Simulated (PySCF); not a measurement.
# How methods differ on the excitation energy of C

C [He] 2s2 2p2 (3P) → C [He] 2s2 2p1 3s1 (3P), as a difference of total energies. All numbers are calculated (PySCF 2.14, scalar relativity by spin-free X2C-1e, in aug-cc-pCVTZ-DK (7s6p4d2f, 59 functions)). Correlated levels: valence: 1s2 frozen. The calculations carry no spin-orbit coupling.

```json
{"method": "UHF", "excitation energy (eV)": "7.552", "error (eV)": "+0.070"}
{"method": "MP2 (valence)", "excitation energy (eV)": "7.819", "error (eV)": "+0.337"}
{"method": "SCS-MP2 (valence)", "excitation energy (eV)": "7.720", "error (eV)": "+0.238"}
{"method": "CCSD (valence)", "excitation energy (eV)": "7.643", "error (eV)": "+0.161"}
{"method": "CCSD(T) (valence)", "excitation energy (eV)": "7.643", "error (eV)": "+0.161"}
```

Reference: 7.482 eV (measured; NIST levels, between the centres of gravity of the two terms).

Errors of the correlated levels include the incompleteness of this basis and the frozen core.

The promoted electron is Rydberg-like, and one or two diffuse shells describe it only roughly, which tends to raise the upper state.
